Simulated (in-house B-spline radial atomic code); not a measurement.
**B97-1 excitations of Ag II (Ag+)**

Method: B97-1. Computed with an all-electron radial atomic-structure program (B-spline basis): linear response of the closed shell [Kr] 4d10 with the functional's adiabatic kernel; scalar-relativistic (spin-free one-electron X2C), finite nucleus, no spin-orbit coupling, no double excitations, S, P, D and F terms only; shells from n = 2 respond. Only terms of natural parity with L up to 3 were computed.

Command:
```bash
python run_td.py task.json out
```
Settings (radii: box in bohr, nucleus in fm):
```
Z                        47
electrons                46
configuration            [Kr] 4d10
hamiltonian              x2c
method                   b97_1
box_radius               41.61
rms_radius               4.5454
intervals                74
```

Cost of the run: 3.7 s on 1 thread of Intel(R) Xeon(R) Platinum 8488C (Sapphire Rapids), on a shared host.

The lowest states, in the order of their Tamm-Dancoff energies; the method's threshold (minus the highest occupied level) is 17.093 eV. Labels give the largest channel, * marks a mixed state, and oscillator strengths are full-response dipole values. Semilocal kernels can invert the small singlet-triplet splittings of Rydberg terms. Energies in eV:

```csv
state,full response,Tamm-Dancoff,oscillator strength
4d → 5s 3D,?,?,-
4d → 5s 1D,5.026,5.046,-
4d → 5p 3P,9.690,9.711,-
4d → 5p 3F,9.755,9.769,-
4d → 5p 1F,9.804,9.807,-
4d → 5p 1P,10.389,10.464,0.58
4d → 6s 3D,13.477,13.481,-
4d → 6s 1D,13.607,13.609,-
4d → 5d 3S,?,?,-
4d → 5d 3D,14.401,14.405,-
4d → 5d 1D,14.501,14.505,-
4d → 6p 3P,14.545,14.549,-
4d → 6p 3F,14.584,14.586,-
4d → 6p 1F,14.634,14.634,-
4d → 6p 1P,14.707,14.717,0.0425
4d → 5d 1S,14.819,14.863,-
4d → 7s 3D,15.367,15.368,-
4d → 7s 1D,15.395,15.396,-
```

**Question.** Where does 4d → 5d 3S lie?

**Answer.** At 14.118 eV in full response, 14.130 eV in Tamm-Dancoff.

**Question.** Where does 4d → 5s 3D lie?

**Answer.** At 4.538 eV in full response, 4.562 eV in Tamm-Dancoff.

**Question.** How large is the singlet-triplet splitting of 4d → 5s (D terms) in Tamm-Dancoff?

**Answer.** 0.484 eV, from the unrounded values.

**Question.** What polarisabilities and dispersion coefficient does the method give?

**Answer.** Dipole 10.21 bohr³, quadrupole 66.36 bohr⁵, C6 60.94 hartree·bohr⁶ for two such species.
